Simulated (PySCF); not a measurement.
# Removing an electron from SiH2Me(SiMe3)

SiH2Me(SiMe3), C₄H₁₄Si₂.
Cartesian coordinates in Å at the PBE0-D3(BJ)/def2-SVP level; atoms count from 1:
```xyz
20
C4H14Si2 angstrom
Si     1.0392    1.2568    0.7235
H      1.0816    1.2799    2.2248
H      2.4652    1.2569    0.2536
C      0.1756    2.8186    0.0981
H      0.6988    3.7266    0.4335
H     -0.8598    2.8641    0.4696
H      0.1427    2.8300   -1.0023
Si    -0.0539   -0.6864   -0.0208
C     -1.8559   -0.6267    0.5417
C      0.0094   -0.7446   -1.9077
C      0.7852   -2.2176    0.6932
H     -2.4006   -1.5263    0.2113
H     -2.3730    0.2525    0.1258
H     -1.9273   -0.5728    1.6394
H     -0.5021    0.1248   -2.3501
H      1.0482   -0.7494   -2.2731
H     -0.4866   -1.6540   -2.2849
H      1.8401   -2.2747    0.3827
H      0.7565   -2.2098    1.7939
H      0.2792   -3.1339    0.3471
```

Level: wB97X-D/def2-SVPD (PySCF). Frontier orbitals with their largest atomic shares (Löwdin; up to four atoms above 4 %):

| orbital | ε (eV) | main atoms |
| --- | --- | --- |
| HOMO−3 | -10.97 | C4 32 %, Si1 25 %, H3 7 %, H2 6 % |
| HOMO−2 | -10.39 | C10 26 %, C9 22 %, Si8 19 %, Si1 5 % |
| HOMO−1 | -10.37 | C11 29 %, Si8 18 %, C9 11 %, C10 8 % |
| HOMO | -9.04 | ? |
| LUMO | 1.94 | Si1 22 %, C4 14 %, Si8 8 %, C9 7 % |
| LUMO+1 | 2.23 | C11 17 %, Si8 14 %, Si1 11 %, H20 8 % |
| LUMO+2 | 2.55 | Si1 22 %, Si8 12 %, C10 11 %, C9 10 % |

Problem. What vertical ionisation energy does ΔSCF give, and how far is −ε(HOMO) from it?

Solution. ΔSCF: 9.11 eV (879 kJ/mol; threshold wavelength 136 nm); ⟨S²⟩ of the doublet left behind is 0.752, against 0.75 for a pure doublet. −ε(HOMO) is 9.04 eV, 0.07 eV below it. For the exact functional −ε(HOMO) would equal the first vertical ionisation energy; wB97X-D (range-separated hybrid) comes within 0.07 eV of that here.

Problem. On which atoms does the HOMO lie?

Solution. Si1 (silicon bonded to C, Si and 2 H) 31 %, Si8 (silicon bonded to 3 C and Si) 26 %, C4 (carbon bonded to Si and 3 H) 7 %, C10 (carbon bonded to Si and 3 H) 6 %, so no atom holds as much as 40 %. The HOMO−1 lies 1.33 eV lower.

Problem. What kinetic energy would electrons from this vertical process carry with He I light (21.218 eV)?

Solution. 21.22 − 9.11 = 12.11 eV.

Problem. Shift the occupied levels rigidly so that −ε(HOMO) equals the ΔSCF value. What binding energies result?

Solution. The shift is +0.07 eV: HOMO 9.11, HOMO−1 10.44, HOMO−2 10.46, HOMO−3 11.04 eV. A rigid shift is only a rough guide to the deeper ionisations.

Geometry: PBE0-D3(BJ)/def2-SVP; no solvent, vibrations or thermal averaging.
